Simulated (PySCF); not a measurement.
## From computed data to an observable: refractive index and permittivity of the vapour

BFCl2, SMILES FB(Cl)Cl.

The structure is a stationary point at ωB97X-D3(BJ)/def2-SVP.

PBE/def2-TZVPD run with PySCF gives a mean static polarisability of 44.0 bohr³ and a dipole moment of 0.25 D. Take an ideal gas at 298.15 K and 1 bar, whether or not the substance is that volatile.

Task: Work out n − 1 in the optical limit and the static ε − 1.

Result: 
Polarisability volume α' = 44.0 × 0.148185 = 6.52 Å³. Number density N = p/kT = 2.43e-5 Å⁻³.
Dilute limit of Lorentz–Lorenz: n − 1 = 2π N α' = 0.00100.
Orientation term of Debye: μ²/(3kT) = 8.098 Å³ × μ²(D²) = 0.51 Å³.
ε − 1 = 4π N (α' + μ²/3kT) = 0.0021. Orientation of the dipole supplies 7 % of the static response; it can't follow optical fields. Vibrational polarisation and dispersion are left out.
